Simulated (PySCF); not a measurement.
Chain-length series, n-germane methyl/methyl (end groups after the name). All species are isolated molecules in the gas phase. One relaxed conformer stands for each flexible species; it need not be the lowest. Strings in code marks are SMILES.

The S1 excitation (TDA) from two functionals at the same geometries (PBE0-D3(BJ)/def2-SVP), both in PySCF: PBE-D3(BJ)/def2-TZVP and PBE0-D4/def2-TZVP. Excitations are Tamm–Dancoff values on a coarser integration grid. The basis has no diffuse functions, so Rydberg states are missing or too high.

```
species                                                                                    PBE-D3(BJ)/def2-TZVP (eV)  PBE0-D4/def2-TZVP (eV)
-----------------------------------------------------------------------------------------  -------------------------  ----------------------
n = 1 (`[CH3][GeH2][CH3]`)                                                                                      7.68                    8.33
n = 2 (`[CH3][GeH2][GeH2][CH3]` (C–Ge–Ge–C torsion 179°))                                                       6.33                    6.81
n = 3 (`[CH3][GeH2][GeH2][GeH2][CH3]` (C–Ge–Ge–Ge torsion 180°, Ge–Ge–Ge–C torsion 180°))                       6.22                    6.72
n = 4 (`[CH3][GeH2][GeH2][GeH2][GeH2][CH3]`)                                                                    5.80                    6.29
n = 5 (`[GeH2]([GeH2][GeH2][GeH2][CH3])[GeH2][CH3]`)                                                            5.41                    5.90
n = 6 (`[GeH2]([GeH2][CH3])[GeH2][GeH2][GeH2][GeH2][CH3]`)                                                      5.14                    5.62
```

Over these rows, drawn at random from the members with no instability flagged (it was tested for open shells, ions and some series alone), PBE minus PBE0-D4: mean -0.52 eV, from -0.65 eV to -0.48 eV.
